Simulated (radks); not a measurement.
Values are calculated unless marked as measured or tabulated.
Task: These are the eigenvalues of the occupied orbitals of an atom or ion with whole-number occupations (Ry). Level of theory: Dirac Kohn-Sham, LDA (Slater exchange, Perdew-Wang correlation), spin-unpolarised, spherical densities, point nucleus (a radial shooting solver on a logarithmic mesh with Libxc functionals).

1s1/2: -1691.777
2s1/2: -246.6071
2p1/2: -228.5877
2p3/2: -217.9753
3s1/2: -45.31242
3p1/2: -38.25314
3p3/2: -36.42657
3d3/2: -23.87897
3d5/2: -23.51834
4s1/2: -7.60634
4p1/2: -5.44665
4p3/2: -5.15256
4d3/2: -1.92977
4d5/2: -1.89672

Which element is it, and in what charge state? The configuration may be excited. Open shells, if any, are shared by 2j + 1.

Result: Z = 45, rhodium, charge +2: Rh2+ in [Kr] 4d7. The list shows which subshells hold electrons but not how many an open one holds; the 1s level, -845.89 hartree, gives Z - s = 41.1 by -(Z - s)^2/2, which with screening and relativity narrows Z to a few neighbours, and the depths of the outer levels then fix element, charge and occupations together.
